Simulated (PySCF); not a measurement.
# ECD: `N#C[C@@H]([SiH3])[C@@H]([SiH3])Br`, C3H8BrNSi2

Geometry:
```
atom   x (Å)   y (Å)   z (Å)
  N1  -1.023   1.858   2.521
  C2  -0.722   1.052   1.766
  C3  -0.337   0.077   0.789
 Si4  -1.928  -0.404  -0.197
  C5   0.814   0.610  -0.058
 Si6   1.926  -0.725  -0.865
 Br7   0.143   1.740  -1.530
  H8   0.018  -0.806   1.332
  H9  -2.698   0.795  -0.495
 H10  -2.668  -1.298   0.694
 H11  -1.488  -1.112  -1.397
 H12   1.427   1.294   0.536
 H13   2.441  -1.550   0.229
 H14   2.988  -0.014  -1.568
 H15   1.103  -1.511  -1.779
```

Level of theory: PySCF, TDDFT CAM-B3LYP/def2-SVPD circular dichroism and optical rotation, one conformer, gas phase. Geometry: GFN2-xTB.

The molecule is flexible and this is one conformer; a measurement averages over conformers. The calculation is non-relativistic, which matters for the atoms heavier than Zn.

Task: What are the CIP labels of the stereocentres?

Result: C3 R, C5 S.

Task: List the lowest 16 singlet excitations with oscillator and rotatory strengths.

Result: Rotatory strengths R in 10⁻⁴⁰ esu² cm², velocity form and length form (origin at the centre of mass); f in length form.
| state | E (eV) | λ (nm) | f | R (velocity) | R (length) | main |
| --- | --- | --- | --- | --- | --- | --- |
| 1 | 5.64 | 220 | 0.008 | +1.4 | +1.7 | HOMO→LUMO 0.90 |
| 2 | 5.99 | 207 | 0.0006 | -2.0 | -2.7 | HOMO−1→LUMO 0.89 |
| 3 | 7.20 | 172 | 0.009 | -3.5 | -5.9 | HOMO−2→LUMO 0.46, HOMO→LUMO+1 0.18 |
| 4 | 7.27 | 171 | 0.008 | +53.1 | +53.7 | HOMO→LUMO+1 0.65, HOMO−2→LUMO 0.15 |
| 5 | 7.49 | 166 | 0.030 | -15.0 | -14.9 | HOMO−2→LUMO 0.29, HOMO−2→LUMO+2 0.17 |
| 6 | 7.65 | 162 | 0.048 | -9.3 | -8.9 | HOMO−1→LUMO+1 0.73 |
| 7 | 7.83 | 158 | 0.040 | -25.7 | -25.8 | HOMO−2→LUMO+3 0.11, HOMO−3→LUMO 0.09 |
| 8 | 7.96 | 156 | 0.043 | -17.3 | -17.0 | HOMO→LUMO+2 0.30, HOMO→LUMO+4 0.18 |
| 9 | 8.00 | 155 | 0.011 | -6.5 | -6.0 | HOMO→LUMO+2 0.26, HOMO→LUMO+3 0.13 |
| 10 | 8.06 | 154 | 0.022 | +24.2 | +24.1 | HOMO→LUMO+4 0.16, HOMO−2→LUMO+1 0.13 |
| 11 | 8.08 | 153 | 0.021 | -19.4 | -19.5 | HOMO→LUMO+4 0.24, HOMO−3→LUMO 0.20 |
| 12 | 8.12 | 153 | 0.004 | -3.4 | -1.8 | HOMO−2→LUMO+1 0.42 |
| 13 | 8.15 | 152 | 0.005 | -6.2 | -5.9 | HOMO→LUMO+3 0.37 |
| 14 | 8.32 | 149 | 0.025 | +42.1 | +41.4 | HOMO−3→LUMO 0.27, HOMO→LUMO+5 0.17 |
| 15 | 8.35 | 149 | 0.042 | +47.7 | +47.0 | HOMO→LUMO+6 0.21, HOMO−1→LUMO+3 0.17 |
| 16 | 8.41 | 147 | 0.012 | -15.3 | -15.3 | HOMO−1→LUMO+4 0.48, HOMO−1→LUMO+3 0.13 |

Among the states computed, the strongest CD band (largest |R|) is state 4. The largest dissymmetry factor in size, g = 4R/(D+G), with D and G the electric and magnetic dipole strengths, is +0.078 for state 4 (velocity form, f = 0.007), among bands with |R| over 0.5. The mirror image has the same energies and oscillator strengths and all R with the opposite sign.
